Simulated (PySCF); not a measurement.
From one molecule to another.

First species: C₃H₁₂O₂Si₃.
Atom-mapped SMILES: `[CH3:1][SiH2:2][CH2:3][C:4](=[O:5])[O:6][SiH2:7][SiH3:8]` (hydrogens: H9, H10, H11 on C1; H12, H13 on Si2; H14, H15 on C3; H16, H17 on Si7; H18, H19, H20 on Si8)

Geometry (GFN2-xTB, Å), atoms numbered from 1 in this order:
```xyz
20
C3H12O2Si3 angstrom
C     -2.2081    0.5352   -1.0460
Si    -2.2764   -1.0158    0.0404
C     -0.9906   -0.8593    1.4648
C      0.2914   -0.4716    0.8390
O      1.0510   -1.2621    0.3181
O      0.5071    0.8286    0.8299
Si     1.7994    1.5553    0.0364
Si     2.9241   -0.1068   -1.0923
H     -1.2725    0.5809   -1.5989
H     -2.2764    1.4417   -0.4496
H     -3.0194    0.5514   -1.7680
H     -3.5809   -1.1455    0.7030
H     -1.9637   -2.2177   -0.7355
H     -1.3028   -0.1030    2.1802
H     -0.8896   -1.8213    1.9594
H      1.0458    2.5708   -0.7082
H      2.4438    2.2314    1.1665
H      2.0978   -0.8189   -2.0691
H      3.9620    0.5726   -1.9018
H      3.6526   -1.0353   -0.2326
```

Second species: C4H6FN.
InChI=1S/C4H6FN/c5-3-1-2-4-6/h3-4,6H2

Levels: PBE0/pcSseg-1 for dipole moment, HOMO energy, LUMO energy and HOMO–LUMO gap; GFN2-xTB for rotational constant A and rotational constant C. Geometries: GFN2-xTB. Each structure is a single optimised conformer of the isolated species, non-relativistic unless stated; the electronic structure was computed with PySCF and density fitting.

The conformers computed, where there is a choice (atom-mapped SMILES and torsion angles):
- `[CH3:1][SiH2:2][CH2:3][C:4](=[O:5])[O:6][SiH2:7][SiH3:8]`: C1–Si2–C3–C4 -50°, Si2–C3–C4–O5 -82°, C3–C4–O6–Si7 -173°, C4–O6–Si7–Si8 4°
- `[NH2:1][CH2:2][C:3]#[C:4][CH2:5][F:6]`: H–N1–C2–C3 -59°, H–N1–C2–C3 59°

```tsv
property	column X	column Y
dipole moment	1.36 D	2.27 D
HOMO energy	-7.19 eV	-7.98 eV
LUMO energy	0.27 eV	-0.30 eV
HOMO–LUMO gap	7.46 eV	7.68 eV
rotational constant A	10.251 GHz	2.020 GHz
rotational constant C	1.276 GHz	0.624 GHz
```

(1) Which column belongs to which species?

(2) How does each property change from the first species to the second?

Answers

(1) Column X is the second species and column Y the first. The first has 20 atoms and 88 electrons, the second 12 and 46.

(2) dipole moment -0.91 D; HOMO energy +0.79 eV; LUMO energy +0.57 eV; HOMO–LUMO gap -0.22 eV; rotational constant A +8.231 GHz; rotational constant C +0.652 GHz.

On the first: The dipole matches unit charges of opposite sign 0.47 Å apart (1 e·Å = 4.8032 D). A dipole of 2.27 D is allowed in C1, and pure rotational transitions are dipole-allowed.

On the second: The dipole equals about 4.5 × 10⁻³⁰ C·m (1 D = 3.33564 × 10⁻³⁰ C·m). A dipole of 1.36 D is allowed in Cs, and pure rotational transitions are dipole-allowed.
